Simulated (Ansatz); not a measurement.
Reaction (cleavage of the B–Sn bond): `O[BH][SnH2][F]` + NH₃ → `NBO` + `[F][SnH3]`

Isolated molecules relaxed with PBE0-D4/def2-TZVP in Ansatz; ΔE leaves out vibrations. CBS: MP2 limit from def2 TZ/QZ plus the TZ coupled-cluster correction, frozen cores. This one scheme is used for every species. DFT in def2-TZVPP. Elements past krypton have def2 core potentials. For Sn outer-core shells are correlated without core-valence functions, which leaves a few kJ/mol of doubt a bond. Each species was taken in one conformer, which may not be the lowest.

| species | revPBE-D4 energy (Eh) |
| --- | --- |
| `O[BH][SnH2][F]` | -416.75759 |
| NH₃ | -56.56949 |
| `NBO` | -157.35261 |
| `[F][SnH3]` | -316.01245 |

(1) Work out ΔE.

Largest T1 diagnostic among the species: 0.015.

Answers

(1) ΔE = (-157.35261) + (-316.01245) − (-416.75759) − (-56.56949) = -0.03798 Eh = -1.03 eV. CCSD(T)/CBS gives -1.08 eV.

In def2-TZVPP, CCSD(T) changes the Hartree–Fock value by +0.32 eV (the triples alone add +0.05 eV) and MP2 by +0.31 eV. At CCSD(T), def2-SVP lies −0.16 eV from the extrapolated value and def2-TZVPP −0.05 eV.
